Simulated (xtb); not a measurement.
Input file for xtb: GFN1-xTB on TiSi, 2S+1 = 5, a spin state set in the input, which need not be the lowest, a point of a bond scan (R = 2.567 Å).

```
$ xtb mol.xyz --gfn 1 --sp --chrg 0 --uhf 4
2

Ti     0.00000000     0.00000000     0.00000000
Si     0.00000000     0.00000000     2.56694100
```

Program output:

```
[...]
           -------------------------------------------------
          |                Calculation Setup                |
           -------------------------------------------------



           -------------------------------------------------
          |                 G F N 1 - x T B                 |
           -------------------------------------------------

        Reference                      10.1021/acs.jctc.7b00118
      * Hamiltonian:
        H0-scaling (s, p, d)           1.850000    2.250000    2.000000
        zeta-weighting                 0.000000
      * Dispersion:
        s8                             2.400000
        a1                             0.630000
        a2                             5.000000
        s9                             0.000000
      * Repulsion:
        kExp                           1.500000
        rExp                           1.000000
      * Coulomb:
        alpha                          2.000000
        third order                    atomic
        anisotropic                    false
      * Halogen bond correction:
        rad-scale                      1.300000
        damping                        0.440000


          ...................................................
          :                      SETUP                      :
          :.................................................:
          :  # basis functions                  20          :
          :  # atomic orbitals                  18          :
          :  # shells                            6          :
          :  # electrons                         8          :
          :  # halogen bonds                     0          :
          :  max. iterations                   250          :
          :  Hamiltonian                  GFN1-xTB          :
          :  restarted?                      false          :
          :  GBSA solvation                  false          :
          :  PC potential                    false          :
          :  electronic temp.          300.0000000     K    :
          :  accuracy                    1.0000000          :
          :  -> integral cutoff          0.2500000E+02      :
          :  -> integral neglect         0.1000000E-07      :
          :  -> SCF convergence          0.1000000E-05 Eh   :
          :  -> wf. convergence          0.2000000E-04 e    :
          :  Broyden damping             0.4000000          :
          :  net charge                          0          :
          :  unpaired electrons                  4          :
          ...................................................

 iter      E             dE          RMSdq      gap      omega  full diag
   1     -2.6687704 -0.266877E+01  0.179E+01    0.00       0.0  T
   2     -2.4626329  0.206138E+00  0.139E+01    0.00       1.0  T
   3     -2.5535337 -0.909008E-01  0.129E+01    0.00       1.0  T
   4     -2.8439375 -0.290404E+00  0.957E+00    0.00       1.0  T
   5     -2.8972204 -0.532829E-01  0.547E+00    0.00       1.0  T
   6     -2.9111081 -0.138877E-01  0.394E-01    0.00       1.0  T
   7     -2.9111331 -0.249910E-04  0.196E-01    0.00       1.0  T
   8     -2.9110810  0.521538E-04  0.257E-01    0.00       1.0  T
   9     -2.9111455 -0.645397E-04  0.479E-02    0.00       1.5  T
  10     -2.9111426  0.295507E-05  0.799E-02    0.00       1.0  T
  11     -2.9111468 -0.423101E-05  0.121E-02    0.00       5.8  T
  12     -2.9111469 -0.111824E-06  0.546E-04    0.00     129.4  T
  13     -2.9111469 -0.213585E-09  0.115E-05    0.00    6139.4  T
  14     -2.9111469 -0.937028E-13  0.187E-07    0.00  100000.0  T

   *** convergence criteria satisfied after 14 iterations ***

         #    Occupation            Energy/Eh            Energy/eV
      -------------------------------------------------------------
         1        2.0000           -0.6467379             -17.5986
         2        2.0000           -0.4457365             -12.1291
         3        1.0000           -0.3289100              -8.9501
         4        1.0000           -0.3289100              -8.9501
         5        0.9880           -0.3180218              -8.6538
         6        0.5055           -0.3138506              -8.5403 (HOMO)
         7        0.5055           -0.3138506              -8.5403 (LUMO)
         8        0.0005           -0.3066017              -8.3431
         9        0.0005           -0.3066017              -8.3431
        10                         -0.2623170              -7.1380
        11                         -0.1829879              -4.9794
       ...                                ...                  ...
        18                          0.8014805              21.8094
      -------------------------------------------------------------
                  HL-Gap            0.0000000 Eh            0.0000 eV
             Fermi-level           -0.3505765 Eh           -9.5397 eV

 SCC (total)                   0 d,  0 h,  0 min,  0.005 sec
 SCC setup                      ...        0 min,  0.000 sec (  2.983%)
 Dispersion                     ...        0 min,  0.000 sec (  0.982%)
 classical contributions        ...        0 min,  0.000 sec (  0.904%)
 integral evaluation            ...        0 min,  0.001 sec ( 23.152%)
 iterations                     ...        0 min,  0.002 sec ( 47.123%)
 molecular gradient             ...        0 min,  0.001 sec ( 21.723%)
 printout                       ...        0 min,  0.000 sec (  2.826%)

         :::::::::::::::::::::::::::::::::::::::::::::::::::::
         ::                     SUMMARY                     ::
         :::::::::::::::::::::::::::::::::::::::::::::::::::::
         :: total energy              -2.907175901687 Eh    ::
         :: gradient norm              0.044756571108 Eh/a0 ::
         :: HOMO-LUMO gap              0.000000000000 eV    ::
         ::.................................................::
         :: SCC energy                -2.911146902522 Eh    ::
         :: -> electrostatic           0.026794245788 Eh    ::
         :: repulsion energy           0.004590782547 Eh    ::
         :: dispersion energy         -0.000619781712 Eh    ::
         :: halogen bond corr.         0.000000000000 Eh    ::
         :: add. restraining           0.000000000000 Eh    ::
         :: total charge               0.000000000000 e     ::
         :::::::::::::::::::::::::::::::::::::::::::::::::::::

           -------------------------------------------------
          |                Property Printout                |
           -------------------------------------------------

    * Orbital Energies and Occupations

         #    Occupation            Energy/Eh            Energy/eV
      -------------------------------------------------------------
         1        2.0000           -0.6467379             -17.5986
         2        2.0000           -0.4457365             -12.1291
         3        1.0000           -0.3289100              -8.9501
         4        1.0000           -0.3289100              -8.9501
         5        0.9880           -0.3180218              -8.6538
         6        0.5055           -0.3138506              -8.5403 (HOMO)
         7        0.5055           -0.3138506              -8.5403 (LUMO)
         8        0.0005           -0.3066017              -8.3431
         9        0.0005           -0.3066017              -8.3431
        10                         -0.2623170              -7.1380
        11                         -0.1829879              -4.9794
        12                         -0.1829879              -4.9794
        13                         -0.1545775              -4.2063
        14                         -0.1545775              -4.2063
        15                         -0.0914772              -2.4892
Note: The following floating-point exceptions are signalling: IEEE_DENORMAL
normal termination of xtb
        16                         -0.0614925              -1.6733
        17                         -0.0614925              -1.6733
        18                          0.8014805              21.8094
      -------------------------------------------------------------
                  HL-Gap            0.0000000 Eh            0.0000 eV
             Fermi-level           -0.3505765 Eh           -9.5397 eV

  Mulliken/CM5 charges         n(s)   n(p)   n(d)
     1Ti   -0.26822 -0.17814   1.385  0.288  2.595
     2Si    0.26822  0.17814   1.755  1.870  0.107

Wiberg/Mayer (AO) data.
largest (>0.10) Wiberg bond orders for each atom

 ---------------------------------------------------------------------------
     #   Z sym  total        # sym  WBO       # sym  WBO       # sym  WBO
 ---------------------------------------------------------------------------
     1  22 Ti   2.195 --     2 Si   2.195
     2  14 Si   2.195 --     1 Ti   2.195
 ---------------------------------------------------------------------------

Topologies differ in total number of bonds
Writing topology from bond orders to xtbtopo.mol

 dipole moment from electron density (au)
     X       Y       Z
   0.0000   0.0000   1.0087  total (Debye):    2.564


           -------------------------------------------------
          | TOTAL ENERGY               -2.907175901687 Eh   |
          | GRADIENT NORM               0.044756571108 Eh/α |
          | HOMO-LUMO GAP               0.000000000000 eV   |
           -------------------------------------------------

------------------------------------------------------------------------
------------------------------------------------------------------------
 total:
 SCF:
```

The run finished.

Cost: about 0.06 core-seconds (a rough figure).
